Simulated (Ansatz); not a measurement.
Total energies of `N[SiH2][SiH](N)O`.

Cartesian coordinates in Å:
```
N -1.344 -0.188 -1.465
Si 0.361 0.152 -1.370
Si 0.934 0.054 0.912
N -0.332 -0.910 1.538
O 1.070 1.523 1.663
H -1.984 0.445 -1.010
H -1.722 -0.467 -2.358
H 1.035 -0.932 -2.138
H 0.780 1.444 -2.000
H 2.285 -0.518 1.150
H -0.318 -1.368 2.434
H -1.033 -1.275 0.913
H 0.267 2.041 1.732
```

Charge 0, multiplicity 1. The structure was optimised at the PBE0-D4/def2-TZVP level. It is one conformer, not always the lowest. Basis def2-TZVPP, Ansatz.

RPA on PBE orbitals: Hartree–Fock energy of these orbitals -766.43532 Eh, correlation -1.52201 Eh (frozen core).

```csv
functional,kind,energy without D4 (Eh),D4 term (kJ/mol)
LDA (SPW92),LDA,-764.93787,–
PBE,GGA,-768.21220,-28.6
revPBE,GGA,-768.54641,-81.0
BLYP,GGA,-768.66952,-61.7
r2SCAN,meta-GGA,-768.58403,-7.2
B97M-V,meta-GGA with VV10,-768.54552,–
PBE0,"global hybrid, 25 % exact exchange",-768.28051,-24.4
B3LYP,"global hybrid, 20 %",-768.78430,-46.0
r2SCANh,"meta-GGA hybrid, 10 %",-768.57067,-7.7
r2SCAN0,"meta-GGA hybrid, 25 %",-768.55186,-8.5
HSE06 (plane-wave form),screened hybrid,-768.25786,-22.8
BHLYP,"global hybrid, 50 %",-768.63535,-36.2
CAM-B3LYP,range-separated hybrid,-768.67822,-24.9
LC-ωPBE,long-range corrected hybrid,-768.44925,–
ωB97X-V,range-separated hybrid GGA with VV10,-768.58457,–
ωB97M-V,range-separated hybrid meta-GGA with VV10,-768.61983,–
B2PLYP,double hybrid,-768.35805,–
PBE-QIDH,double hybrid,-768.08989,–
```

B3LYP takes the VWN-RPA correlation (the form of Gaussian; ORCA's B3LYP/G). HSE06 is the plane-wave form, built on full-range PBE exchange. The double hybrids freeze the cores in their second-order part.

LC-ωPBE has ω = 0.4 bohr⁻¹.
